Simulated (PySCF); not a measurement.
**Vertical excitation energies**

C2H8OSi2.
Geometry (GFN2-xTB, Å), atoms numbered from 1 in this order:
```
atom  x, y, z in Å
C1    -2.005    0.650    0.466
C2    -1.791   -0.417   -0.288
Si3   -0.101   -1.163   -0.652
O4     1.049   -0.312    0.106
Si5    2.149    0.691    0.733
H6    -2.990    1.050    0.653
H7    -1.186    1.174    0.934
H8    -2.645   -0.911   -0.737
H9     0.000   -2.521   -0.114
H10    0.197   -1.099   -2.085
H11    3.075    1.048   -0.340
H12    1.439    1.866    1.238
H13    2.805   -0.053    1.806
```

Method: PySCF, TDDFT CAM-B3LYP/def2-SVPD, vertical, gas phase, core orbitals frozen in the response. GFN2-xTB frequencies show an imaginary mode (50i cm⁻¹), so this geometry is no minimum at that level.

Task: What does the calculation give for the low-lying excited states?

Result: 

```
state  E (eV)  E (hartree)       f     main configurations (H = HOMO, L = LUMO)
   S1    6.68       0.2455  0.0017                     H-1→L (80%), H-3→L (16%)
   S2    7.19       0.2642  0.0012                   H→L+1 (69%), H-2→L+1 (16%)
   S3    7.29       0.2678   0.169                     H→L (46%), H-1→L+1 (44%)
   S4    7.37       0.2709   0.216                     H→L (49%), H-1→L+1 (41%)
   S5    7.50       0.2758   0.021                   H-2→L+1 (68%), H→L+1 (13%)
   S6    7.91       0.2907  0.0034                     H→L+3 (61%), H→L+2 (21%)
   S7    8.09       0.2974  0.0036                                  H-2→L (92%)
   S8    8.23       0.3026  0.0048  H-3→L+1 (43%), H-1→L+6 (15%), H-1→L+4 (13%)
```

Triplets (Tamm–Dancoff): T1 4.35 eV, H→L (85%), H-2→L (8%); T2 6.12 eV, H-1→L (76%), H-3→L (20%); T3 6.91 eV, H→L+1 (47%), H-2→L+1 (35%).

The lowest singlet lies at 6.68 eV (186 nm, vacuum ultraviolet) and is very weak; its leading configuration is HOMO-1→LUMO (80%). The most intense listed level is S4 at 7.37 eV (168 nm, f = 0.216), 0.69 eV above S1. Löwdin shares by element: HOMO carbon 68%, silicon 10% or more, hydrogen 5% or more (atoms not listed hold the other 17%); LUMO carbon 68%, silicon 10% or more, hydrogen 6% or more (atoms not listed hold the other 16%). Weighted by f, the mean energy of these states is 7.36 eV. Orbital energies (eV): HOMO-3 -10.93, HOMO-2 -10.00, HOMO-1 -9.74, HOMO -9.31, LUMO 0.78, LUMO+1 0.85, LUMO+2 1.38. The oscillator strengths of these states sum to 0.421; summed over the whole spectrum of an exact calculation they would give the number of electrons, 56 (Thomas–Reiche–Kuhn). Singlets were solved by full linear response, triplets in the Tamm–Dancoff approximation.

One conformer stands for the species.
